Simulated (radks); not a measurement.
Task: Kr II, configuration [Ar] 3d10 4s2 4p5. Calculated with a radial shooting solver on a logarithmic mesh with Libxc functionals: Dirac Kohn-Sham, LDA (Slater exchange, Perdew-Wang correlation), spin-unpolarised, spherical densities, finite nucleus; open shells fill j = l - 1/2 first; Fermi nuclear charge, rms radius 4.1884 fm. Some entries of the table are withheld. Estimate them.

orbital  occ.  eigenvalue (eV)  <r^2> (bohr^2)  r(max) (bohr)
1s1/2       2        -14142.26        0.002324            (1)
2s1/2       2        -1872.801         0.03976         0.1546
2p1/2       2        -1695.156         0.03044         0.1211
2p3/2       4        -1641.428         0.03187         0.1245
3s1/2       2        -274.7886          0.3247         0.4676
3p1/2       2        -212.0365          0.3342         0.4575
3p3/2       4        -204.1099          0.3474         0.4663
3d3/2       4         -94.2738             (2)         0.4084
3d5/2       6         -92.9682             (3)         0.4111
4s1/2       2         -34.1109           2.690          1.324
4p1/2       2         -20.1643           3.763          1.493
4p3/2       3         -19.4298           3.923          1.524
5s1/2       0          -5.7940           21.97          3.843
4d3/2       0              (4)             (5)            (6)
4d5/2       0              (7)             (8)            (9)
5p1/2       0          -3.4626           37.96          4.913
5p3/2       0          -3.3877           39.34          5.005
4f5/2       0          -0.8716           326.2           (10)
4f7/2       0          -0.8716           326.2           (11)

Result: 
(1) 1s1/2 r(max) (bohr): 0.02711
(2) 3d3/2 <r^2> (bohr^2): 0.3778
(3) 3d5/2 <r^2> (bohr^2): 0.3831
(4) 4d3/2 eigenvalue (eV): -3.7307
(5) 4d3/2 <r^2> (bohr^2): 17.20
(6) 4d3/2 r(max) (bohr): 2.782
(7) 4d5/2 eigenvalue (eV): -3.7044
(8) 4d5/2 <r^2> (bohr^2): 17.41
(9) 4d5/2 r(max) (bohr): 2.802
(10) 4f5/2 r(max) (bohr): 15.16
(11) 4f7/2 r(max) (bohr): 15.16
